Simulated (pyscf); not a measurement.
**HS–Ti(Cl)(Cl)–Cl, singlet**

Gas-phase minimum from PySCF at ωB97X-D3(BJ)/def2-SVP, one conformer. 

```
Ti
Cl 1 2.1425
Cl 1 2.1567 2 112.38
Cl 1 2.1568 2 112.52 3 -123.94
S 1 2.2269 2 104.80 3 118.03
H 5 1.3541 1 88.82 2 179.94
```
Charge 0, spin multiplicity 1.

Properties at ωB97X-D3(BJ)/def2-SVP:

```json
{
 "harmonic_wavenumbers_unscaled": "94, 108, 128, 133, 134, 170, 395, 462, 516, 520, 572, 2718 cm⁻¹",
 "zero_point_energy": "8.5 kcal/mol",
 "rotational_symmetry_number": "1",
 "Entropy of this conformer at 298 K and 1 atm, rigid rotor and harmonic oscillator, modes under 100 cm⁻¹ raised to 100": "388.1 J/(mol K)",
 "dipole_moment": "1.00 D"
}
```

Single-point totals, which compare only within one level:

```json
[
 {"level": "ωB97X-D3(BJ)/def2-TZVP", "total energy (hartree)": "-2629.17002"},
 {"level": "PBE/def2-TZVP", "total energy (hartree)": "-2628.22731"},
 {"level": "r²SCAN/def2-TZVP", "total energy (hartree)": "-2629.03601"},
 {"level": "B3LYP-D3(BJ)/def2-TZVP", "total energy (hartree)": "-2629.26058"},
 {"level": "PBE0-D3(BJ)/def2-TZVP", "total energy (hartree)": "-2628.37567"},
 {"level": "M06-2X/def2-TZVP", "total energy (hartree)": "-2629.04437"},
 {"level": "ωB97M-D3(BJ)/def2-TZVP", "total energy (hartree)": "-2629.38029"}
]
```

Soft torsions are taken as harmonic, which can shift the entropy by several J/(mol K).
